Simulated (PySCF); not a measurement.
Continuum solvent and chemical shifts

Bonds (- single, = double, # triple, : aromatic): B1-C2, C2-C3, C3-C4, C4-C5, C5-C6, C5-C2. B1 carries H7, H8; C2 carries H9; C3 carries H10, H11; C4 carries H12, H13; C5 carries H14; C6 carries H15, H16, H17. Stereochemistry as in B[C@@H]1CC[C@@H]1C. H10, H13 are cis to B1 on the ring; H11, H12 are trans to B1 on the ring.

GIAO PBE0/pcSseg-1 in PySCF on one PBE0-D3(BJ)/def2-SVP conformer, non-relativistic, equivalent nuclei averaged. Solvents enter as an IEF-PCM continuum (cyclohexane with ε = 2.0, methanol with ε = 32.6) around the gas-phase geometry. Shifts are referred to BF3·OEt2, TMS computed in the same medium.

In cyclohexane, δ in ppm: B1 89.5, C2 50.6, C5 37.5, C4 29.6, C3 25.4, C6 22.6, H7/H8 7.72, H14 2.50, H10 2.36, H12 2.36, H11 2.24, H9 2.15, H13 1.36, H15/H16/H17 1.18. Dipole moment 0.84 D.

Task: How does each δ change in the more polar medium?

Result: 
```csv
atoms,environment,"Δδ, methanol"
B1,"boron bonded to C, 2 H",-0.4
C2,sp3 CH bonded to B,+0.6
C5,sp3 CH in a ring,+0.6
C4,sp3 CH2 in a ring,+0.3
C3,sp3 CH2 in a ring,+0.3
C6,methyl carbon,+0.3
H7/H8,hydrogen on a boron bonded to C,-0.09
H14,hydrogen on an sp3 CH in a ring,+0.02
H10,hydrogen on an sp3 CH2 in a ring,+0.02
H12,hydrogen on an sp3 CH2 in a ring,+0.02
H11,hydrogen on an sp3 CH2 in a ring,-0.01
H9,hydrogen on an sp3 CH bonded to B,+0.13
H13,hydrogen on an sp3 CH2 in a ring,-0.02
H15/H16/H17,hydrogen on a methyl carbon,0.00
```

Changes are relative to cyclohexane. The dipole moment becomes 0.95 D in methanol.

Task: Which nuclei move most (in ppm), and what does the model miss?

Result: C2 (sp3 CH bonded to B, +0.6 ppm) and C5 (sp3 CH in a ring, +0.6 ppm) in methanol. A continuum only polarises the solute; specific hydrogen bonds, the anisotropy of aromatic solvents and changes of geometry or conformer are outside it.
